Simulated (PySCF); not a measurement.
C2H10AlAs.
Numbering: `[CH3:1][CH2:2][AlH2-:3][AsH3+:4]` (hydrogens: H5, H6, H7 on C1; H8, H9 on C2; H10, H11 on Al3; H12, H13, H14 on As4)

Level of theory: PBE0-D3(BJ)/def2-SVP geometry optimisation, gas phase in PySCF.

Entries marked ? are missing. Bonds in one row agree within 0.01 Å.

```tsv
coordinate	value
C1–C2	?
C2–Al3	?
Al3–As4	2.644 Å
C1–H5, C1–H6, C1–H7	1.104 Å
C2–H8, C2–H9	1.106 Å
Al3–H10, Al3–H11	1.605 Å
As4–H12, As4–H13, As4–H14	1.511 Å
C2–C1–H5	?
C2–C1–H6	?
H5–C1–H6	107.0°
H5–C1–H7	106.2°
C1–C2–Al3	116.2°
C1–C2–H8	110.4°
Al3–C2–H8	109.1°
Al3–C2–H9	106.5°
H8–C2–H9	?
C2–Al3–As4	?
C2–Al3–H10	118.9°
As4–Al3–H10	95.1°
H10–Al3–H11	118.0°
Al3–As4–H12	120.6°
Al3–As4–H13	119.7°
H12–As4–H13	97.2°
```

Problem. Fill in the missing values.

Solution. 
- C1–C2 = 1.528 Å, drawn single (methyl carbon to chain CH2 carbon); 0.01 Å above the sum of covalent radii, 1.52 Å.
- C2–Al3 = 1.983 Å, drawn single (ends: chain CH2 carbon; aluminium bonded to As, C and 2 H); 0.01 Å above the sum of covalent radii, 1.97 Å.
- C2–C1–H5 = 112.9°, at the methyl carbon; the outer atoms are 2.206 Å apart.
- C2–C1–H6 = 111.9°, at the methyl carbon; the outer atoms are 2.192 Å apart.
- H8–C2–H9 = 104.4°, at the chain CH2 carbon; the outer atoms are 1.749 Å apart.
- C2–Al3–As4 = 98.2°, at the aluminium bonded to As, C and 2 H; the outer atoms are 3.524 Å apart.

Radii are Cordero's, carbon taken as 0.76, 0.73 or 0.69 Å for four, three, and two or fewer neighbours.

Stationary, but not proved a minimum. The numbers are those of one conformer (C1–C2–Al3–As4 -56°).
